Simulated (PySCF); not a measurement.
PySCF input for 1-(hydroxymethyl)cyclopropan-1-ol (C4H8O2), SMILES OCC1(O)CC1, KT2/pcSseg-1. Geometry: B3LYP-D3(BJ)/def2-SVP. The values are those of a single conformer.

```python
import numpy as np
from pyscf import gto, scf, dft
from pyscf.prop.nmr import rks as nmr

mol = gto.M(
    atom='''
    O     1.89807582   -0.24016063    0.87496928
    C     1.19306877   -0.13766052   -0.34624942
    C    -0.28090594    0.12801898   -0.12171166
    O    -0.50594259    1.24081378    0.70643491
    C    -1.26650601   -1.00685611   -0.05666783
    C    -1.25082756   -0.06237592   -1.24310136
    H     1.91000560    0.64670221    1.25914041
    H     1.60829003    0.66874655   -0.98367128
    H     1.32910643   -1.08833093   -0.88486401
    H    -0.43045039    0.92979222    1.61898557
    H    -0.89647004   -2.02735379   -0.19033343
    H    -2.09563184   -0.90599917    0.64918986
    H    -2.05571679    0.67343240   -1.31010879
    H    -0.87517451   -0.42897341   -2.20319041
    ''',
    basis='pcSseg-1',
    charge=0,
    spin=0,
    max_memory=1600,
    verbose=3,
)
mf = dft.RKS(mol, xc='kt2')
mf.grids.level = 3
mf.conv_tol = 1e-10
mf.max_cycle = 100
mf.kernel()
n = nmr.NMR(mf)
n.verbose = 2
n.max_cycle_cphf = 60
sigma = n.kernel()
print('atom   isotropic/ppm   span/ppm')
for i, s in enumerate(sigma):
    w = np.linalg.eigvalsh((s + s.T) / 2)
    print(f'{mol.atom_symbol(i):2s}{i + 1:3d} {w.mean():14.3f} {w[2] - w[0]:11.3f}')
```

Output:

```
converged SCF energy = -312.505208001932
atom   isotropic/ppm   span/ppm
O   1        301.109      40.821
C   2        110.139      57.689
C   3        125.056      86.626
O   4        274.587      76.189
C   5        165.264      66.153
C   6        169.994      52.088
H   7         30.356      19.400
H   8         26.822      10.706
H   9         28.313       8.387
H  10         29.875      19.291
H  11         30.600      13.129
H  12         30.551      12.313
H  13         30.239      12.472
H  14         30.773      13.830
```

The run converged.

Cost: around 29 core-seconds (rough).
